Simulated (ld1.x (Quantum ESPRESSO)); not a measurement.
## What one change does to a pseudopotential (gold (Au), TM semilocal)

Au, norm-conserving Troullier–Martins (semilocal form), made with ld1.x (Quantum ESPRESSO) 7.5 (LDA (PZ), scalar-relativistic). Core [Xe] 4f14, reference 5d10 6s1 6p0. Waves: 6s (bound): rc 2.10 bohr; 5d (bound): rc 1.95 bohr; 6p (bound, empty): rc 3.25 bohr. Local part: the p channel. Core correction: a·sin(br)/r model core, default radius (core density twice the valence density).

All-electron outer shells of the reference configuration (LDA (PZ), scalar-relativistic, ld1.x):

```tsv
shell	level (eV)	outermost node (bohr)	outermost maximum (bohr)
4f	-81.59	–	0.37
5p	-60.06	0.52	0.96
5d	-7.12	0.56	1.21
6s	-6.09	1.11	2.32
6p	-0.89	1.32	3.51
```

Change: core correction a·sin(br)/r model core inside 2.32 bohr.

Cutoffs: the cutoffs (Ry, on a coarse ladder) from which the occupation-weighted sum of valence levels, in a spherical-Bessel basis at the reference potential, stays within 10 and 1 mRy of its value at 400 Ry; they do not see the model core or the augmentation charge, which bear on the density cutoff. Errors are all-electron minus pseudo energies relative to the spin-unpolarised reference configuration.

Question: How do hardness, ghosts and transferability respond?

Answer: The potential gets neither clearly harder nor softer (45 Ry and 60 Ry → 45 Ry and 60 Ry); of the 9 tests that both files solve, the error grows in 2 and shrinks in 7 by more than 15 % and 0.3 meV (median size 23.2 → 11.2 meV); neither file shows a bound ghost. The default core radius of the base comes out at 1.03 bohr. A semilocal file is local in each channel, so a ghost entry of none says nothing of the separable form that plane-wave codes build from it. A wider model core is smoother and lowers the density cutoff, which this test does not measure.

```tsv
quantity	base	changed
cutoff, loose	45 Ry	45 Ry
cutoff, tight	60 Ry	60 Ry
bound ghosts	none	none
error for 5d10 6s0 6p0, meV [ΔE 9.77 eV]	-15	-11
error for 5d9 6s0 6p0, meV [ΔE 31.28 eV]	-27	-11
error for 5d8 6s0 6p0, meV [ΔE 65.44 eV]	-145	-67
error for 5d9 6s2 6p0, meV [ΔE 1.60 eV]	-39	-28
error for 5d10 6s0.5 6p0, meV [ΔE 3.95 eV]	-4.1	-3.2
error for 5d9 6s1 6p0, meV [ΔE 12.37 eV]	-19	-11
error for 5d7 6s0 6p0, meV [ΔE 113.44 eV]	-466	-230
error for 5d10 6s1 6p0 (spin-polarised), meV [ΔE -0.13 eV]	+0.1	+1.9
error for 5d9 6s0 6p0 (spin-polarised), meV [ΔE 31.13 eV]	-23	+74
s: phases at 3.53 bohr within 0.05 rad from the reference energy up to (Ry; the scan ends near 5)	1.4	1.4
p: phases at 3.53 bohr within 0.05 rad from the reference energy up to (Ry; the scan ends near 5)	1.9	1.9
d: phases at 3.53 bohr within 0.05 rad from the reference energy up to (Ry; the scan ends near 5)	4.6	4.6
```
